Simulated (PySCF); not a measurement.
## Technetium: a sound run and one with changed settings

Sound run: Tc [Kr] 4d5 5s2, Tc⁺ [Kr] 4d5 5s1. Calculation: PySCF 2.14, in cc-pVDZ-PP with ECP28MDF (4s4p3d1f, 38 functions); scalar relativity through the core potential. In the sound run the correlated levels freeze 4s2 4p6 outside the core potential. The sound run starts from symmetry-adapted Hartree-Fock orbitals and uses a fine grid where one is needed.

Changed run: initial guess atom, at most 50 SCF cycles, level shift 2.0 hartree.

```
species  method  sound run (hartree)  changed run (hartree)  converged
     Tc     UHF            -79.84695              -79.81860         no
     Tc     LDA            -80.25616              -80.25116         no
     Tc    TPSS            -80.40152              -80.40628         no
    Tc⁺     UHF            -79.64177              -79.64177        yes
    Tc⁺     LDA            -79.98501              -79.98501        yes
    Tc⁺    TPSS            -80.15135              -80.15135        yes
    Tc⁺     MP2            -79.69978              -79.66868        yes
```

A level shift leaves the converged SCF energy unchanged but raises the virtual orbital energies, which shrinks MP2 if it is not removed.
